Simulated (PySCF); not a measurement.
# From computed data to an observable: oscillator strength and radiative lifetime

B(Cl)(NCO)(OMe) (C2H3BClNO2), SMILES O(B(Cl)N=C=O)C.

Geometry optimised at r2SCAN-D4/def2-SVP. This is a generated structure with no PubChem entry under its InChIKey; it may be hypothetical. Other conformers were not sampled.

PySCF with TDDFT-PBE/def2-SVPD puts the first singlet state with f over 0.02 at 6.38 eV (vertical), with the transition dipole (0.796, -0.159, 0.000) in atomic units.

Find the oscillator strength, the wavelength and the radiative lifetime that this transition would have in vacuum if emission retraced absorption.


|μ|² = 0.6589 au, so |μ| = 2.06 D. ΔE = 6.38/27.211 = 0.2345 hartree. f = (2/3) ΔE |μ|² = 0.103 (the program prints 0.103).
λ = 1239.84/6.38 = 194 nm; ν = 51458 cm⁻¹.
Einstein's coefficient A = 0.6670 ν² f s⁻¹ (ν in cm⁻¹) = 1.8e8 s⁻¹, so τ = 1/A = 5.5 ns. This state is S2; the lower singlet has f = 0.000. The figure is the radiative limit of this one transition; relaxation, internal conversion, crossing to triplets and a medium change what is measured.
